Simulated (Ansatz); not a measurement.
One change: `CO[SiH](N)O` becomes `CO[SiH](N)Br`.

Ansatz, PBE0-D4/def2-TZVP geometries, multiplicity 1. Each molecule was computed in one conformer, which needn't be the lowest.

Scalar relativity is left out up to krypton. Spin–orbit coupling is left out; it splits and shifts lone-pair levels of the heavy atoms by tenths of an eV.

```csv
property,`CO[SiH](N)O`
size of the dipole moment (PBE/def2-TZVPP) / D,0.98
HOMO energy (B3LYP/def2-TZVPP) / eV,-7.53
HOMO–LUMO gap (B3LYP/def2-TZVPP) / eV,8.18
HOMO–LUMO gap (PBE/def2-TZVPP) / eV,6.47
HOMO energy (PBE/def2-TZVPP) / eV,-6.31
LUMO energy (PBE0/def2-TZVPP) / eV,1.02
```

(1) Give the same properties after the change, and the shifts. (Estimate.)

Answers

(1) The calculation gave: 
| property | `CO[SiH](N)Br` | shift |
| --- | --- | --- |
| size of the dipole moment (PBE/def2-TZVPP) / D | 1.81 | 0.83 |
| HOMO energy (B3LYP/def2-TZVPP) / eV | -7.65 | -0.12 |
| HOMO–LUMO gap (B3LYP/def2-TZVPP) / eV | 8.12 | -0.06 |
| HOMO–LUMO gap (PBE/def2-TZVPP) / eV | 6.42 | -0.05 |
| HOMO energy (PBE/def2-TZVPP) / eV | -6.50 | -0.19 |
| LUMO energy (PBE0/def2-TZVPP) / eV | 0.77 | -0.25 |

With PBE0 the HOMO falls by 0.13 eV and the LUMO falls by 0.25 eV, so the gap narrows by about 0.12 eV. PBE moves the HOMO by -0.19 eV and ωB97M-V by -0.03 eV. Dipoles are sizes alone; their direction can turn.

B3LYP here is the variant with VWN-RPA as its local correlation; programs differ in this.
